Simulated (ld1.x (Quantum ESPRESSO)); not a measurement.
Plane-wave convergence, TM potential for oxygen

oxygen (O), norm-conserving Troullier–Martins (Kleinman–Bylander form), made with ld1.x (Quantum ESPRESSO) 7.5 (LDA (PZ), scalar-relativistic). Core [He], reference 2s2 2p3.5 (charge +0.5). Waves: 2s (bound): rc 0.80 bohr; 2p (bound): rc 1.15 bohr. Local part: all-electron potential smoothed inside 0.95 bohr (lloc = -1). Core correction: none.

The pseudo-atom Hamiltonian at the reference potential is diagonalised in spherical Bessel functions j_l(qr) that vanish at 20 bohr, with q² up to the cutoff. All-electron valence levels (Ry): 2s -2.2899, 2p -1.2076.

**Question.** How do the lowest levels (Ry) of each channel move with the cutoff, and are there ghosts?

**Answer.**

```json
{"cutoff (Ry)": "8", "s #1": "-2.0977", "p #1": "-0.4325", "d #1": "-0.0092", "f #1": "0.0432", "f #2": "0.1703", "Σ f·Δε (mRy)": "3097.2"}
{"cutoff (Ry)": "18", "s #1": "-2.1223", "p #1": "-0.7002", "d #1": "-0.0092", "f #1": "0.0432", "f #2": "0.1703", "Σ f·Δε (mRy)": "2111.2"}
{"cutoff (Ry)": "30", "s #1": "-2.1804", "p #1": "-0.9311", "d #1": "-0.0092", "f #1": "0.0432", "f #2": "0.1703", "Σ f·Δε (mRy)": "1186.9"}
{"cutoff (Ry)": "50", "s #1": "-2.2642", "p #1": "-1.1334", "d #1": "-0.0092", "f #1": "0.0432", "f #2": "0.1703", "Σ f·Δε (mRy)": "311.4"}
{"cutoff (Ry)": "70", "s #1": "-2.2839", "p #1": "-1.1949", "d #1": "-0.0092", "f #1": "0.0432", "f #2": "0.1703", "Σ f·Δε (mRy)": "56.7"}
{"cutoff (Ry)": "110", "s #1": "-2.2866", "p #1": "-1.2073", "d #1": "-0.0092", "f #1": "0.0432", "f #2": "0.1703", "Σ f·Δε (mRy)": "8.0"}
{"cutoff (Ry)": "160", "s #1": "-2.2887", "p #1": "-1.2075", "d #1": "-0.0092", "f #1": "0.0432", "f #2": "0.1703", "Σ f·Δε (mRy)": "2.7"}
{"cutoff (Ry)": "260", "s #1": "-2.2898", "p #1": "-1.2076", "d #1": "-0.0092", "f #1": "0.0432", "f #2": "0.1703", "Σ f·Δε (mRy)": "0.2"}
{"cutoff (Ry)": "400", "s #1": "-2.2899", "p #1": "-1.2076", "d #1": "-0.0092", "f #1": "0.0432", "f #2": "0.1703", "Σ f·Δε (mRy)": "0.0"}
```

Result: no extra level below or beside the all-electron valence levels (s, p, d, f tested); 10 mRy is reached at 100 Ry and 1 mRy at 200 Ry.

Its largest configuration-test error is +1029 meV.
